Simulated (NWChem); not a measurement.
Molecule: C$_{3}$H$_{5}$NO; SMILES N1=COCC1

```xyz
10

C      1.1508     0.0660     0.0000
N      0.5183     1.1605     0.0000
C     -0.8955     0.8038     0.0000
C     -0.9149    -0.7405     0.0000
O      0.4733    -1.0961     0.0000
H      2.2400    -0.0402     0.0000
H     -1.3916     1.2361     0.8842
H     -1.3916     1.2361    -0.8842
H     -1.3870    -1.1779    -0.8929
H     -1.3870    -1.1779     0.8929
```
Atoms are numbered in this order, from 1.

All runs: NWChem. Pople sets run with spherical d functions. The geometry was optimised at PBE0/def2-SVP. GIAO values for the isolated, static molecule; σ is the absolute isotropic shielding, δ = σ(reference) − σ with the isolated reference molecule computed at the same levels (13C: tetramethylsilane, 1H: tetramethylsilane, 15N: ammonia, 17O: water).

```json
[
 {"level": "B3LYP/6-31G*", "δ C1 (ppm)": "143.2", "δ N2 (ppm)": "218.0", "δ C3 (ppm)": "53.0", "δ C4 (ppm)": "62.6", "δ O5 (ppm)": "154.1", "δ H7 (ppm)": "3.73", "δ H9 (ppm)": "3.87"},
 {"level": "Hartree-Fock/6-31G*", "δ C1 (ppm)": "153.3", "δ N2 (ppm)": "219.5", "δ C3 (ppm)": "48.2", "δ C4 (ppm)": "58.0", "δ O5 (ppm)": "110.9", "δ H7 (ppm)": "3.56", "δ H9 (ppm)": "3.83"},
 {"level": "PBE/pcSseg-1", "δ C1 (ppm)": "156.1", "δ N2 (ppm)": "255.1", "δ C3 (ppm)": "58.3", "δ C4 (ppm)": "68.4", "δ O5 (ppm)": "200.1", "δ H7 (ppm)": "3.92", "δ H9 (ppm)": "4.01"}
]
```
